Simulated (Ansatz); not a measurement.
C2H7NSeTe (SMILES CN(C)[Te][SeH]), singlet, at a GFN2-xTB geometry (all electrons, no relativity), with bond 7-3 at 2.4 times its length; SC-NEVPT2/STO-3G, CASSCF(6,4) in Ansatz (a quantum-chemistry and plane-wave program).

The Ansatz input:
Ansatz 0.2 input:
```yaml
crystal:
  periodic: [false, false, false]
  atoms:
    - {symbol: Te, position_ang: [-0.35087744, -0.50311750, 0.74136389]}
    - {symbol: N, position_ang: [0.55986161, -1.59261760, -0.72747454]}
    - {symbol: C, position_ang: [1.98120020, -1.37364141, -0.85245735]}
    - {symbol: C, position_ang: [-0.09289772, -1.53762923, -2.01362367]}
    - {symbol: H, position_ang: [2.39942639, -2.13029398, -1.51899237]}
    - {symbol: H, position_ang: [2.21890886, -0.38348752, -1.26486696]}
    - {symbol: H, position_ang: [3.10352986, -1.60512811, 1.49569835]}
    - {symbol: H, position_ang: [0.02485160, -0.56048462, -2.50292375]}
    - {symbol: H, position_ang: [0.34167865, -2.29874810, -2.66448177]}
    - {symbol: H, position_ang: [-1.15457676, -1.74625173, -1.88979090]}
    - {symbol: Se, position_ang: [-0.05863437, 1.80694695, -0.16527632]}
    - {symbol: H, position_ang: [-1.28877691, 1.93122106, -0.92760513]}
basis:
  gaussian:
    orbitals: STO-3G
magnetization: {spin_polarized: false}
correlation: {method: sc_nevpt2, electrons: all, active_space: {window: {electrons: 6, orbitals: 4}}}
```

Predict the main parts of the log of this Ansatz run.


```
Functional definition: HF
789 factors; integrals over basis functions are off by at most 3.4e-5 eV
mean field evaluation 1: about -246338.2464 eV, gradient 2.6e1 eV
mean field evaluation 2: about -246338.4004 eV, gradient 2.6e1 eV
mean field evaluation 4: about -246343.7131 eV, gradient 2.9e0 eV
mean field evaluation 8: about -246343.7580 eV, gradient 3.0e-4 eV
mean field -246343.75441163 eV, -9052.9659968334 hartree, gradient 1.6e-6 eV, S^2 0.000000; 0 other end points of the search recorded, 0 dependent functions left out; unrestricted orbitals would lower it
reference -246343.75441163 eV, -9052.9659968334 hartree; 56, 56 occupied and 11, 11 virtual orbitals, 789 factors
state -246348.71507385 eV, -9053.1482978074 hartree
state -246348.71507385 eV, -9053.1482978074 hartree; corrected -246353.47145969 eV, -9053.3230917633 hartree
WARN: 2 active orbitals are nearly empty or full. The corrections depend on them more than the energy does, and are more stable in an active space without them
Total energy: -246353.47145969 eV, -9053.3230917633 hartree
```
